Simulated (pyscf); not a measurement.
# •H₂C–AlH–Cl, doublet

Gas-phase minimum from PySCF at ωB97X-D3(BJ)/def2-SVP, one conformer. •H₂C–AlH–Cl lies 16.4 kcal/mol over its isomer [H₃C–Al–Cl]•, and others may lie lower still (electronic energy, ωB97M-D3(BJ)). 

SMILES: [CH2][AlH][Cl]
```xyz
6

C     -1.9989    -0.1137     0.3924
Al    -0.2673     0.1667    -0.3837
Cl     0.8523    -1.5299    -0.9376
H     -2.6658     0.6980     0.7158
H     -2.4373    -1.1065     0.5641
H      0.3726     1.5837    -0.6344
```
Charge 0, spin multiplicity 2.

Bonds (Å): C1–Al2 1.918, C1–H4 1.099, C1–H5 1.099, Al2–Cl3 2.107, Al2–H6 1.575. Angles (°): Al2–C1–H4 124.0, Al2–C1–H5 123.7, H4–C1–H5 112.3, C1–Al2–Cl3 117.9, C1–Al2–H6 124.2, Cl3–Al2–H6 117.8.

Properties at ωB97X-D3(BJ)/def2-SVP:

```json
{
  "harmonic_wavenumbers_unscaled": "174, 208, 467, 515, 586, 647, 721, 763, 1376, 2006, 3141, 3236 cm⁻¹",
  "zero_point_energy": "19.8 kcal/mol",
  "rotational_symmetry_number": "1",
  "Entropy of this conformer at 298 K and 1 atm, rigid rotor and harmonic oscillator, modes under 100 cm⁻¹ raised to 100": "302.4 J/(mol K)",
  "dipole_moment": "1.94 D",
  "Spin expectation value S2": "0.752"
}
```

Single-point totals, which compare only within one level (frozen core for MP2 and CC):

```tsv
level	total energy (hartree)
ωB97X-D3(BJ)/def2-TZVP	-742.63661
PBE/def2-TZVP	-742.19485
r²SCAN/def2-TZVP	-742.50378
B3LYP-D3(BJ)/def2-TZVP	-742.63322
PBE0-D3(BJ)/def2-TZVP	-742.26904
M06-2X/def2-TZVP	-742.52553
ωB97M-D3(BJ)/def2-TZVP	-742.68391
UHF/def2-TZVPP	-741.10390
MP2/def2-TZVPP	-741.50939
CCSD/def2-TZVPP	-741.55234
CCSD(T)/def2-TZVPP	-741.56882
```

Soft torsions are taken as harmonic, which can shift the entropy by several J/(mol K). The CCSD(T) − MP2 part came from Ansatz, without density fitting, on the same reference.
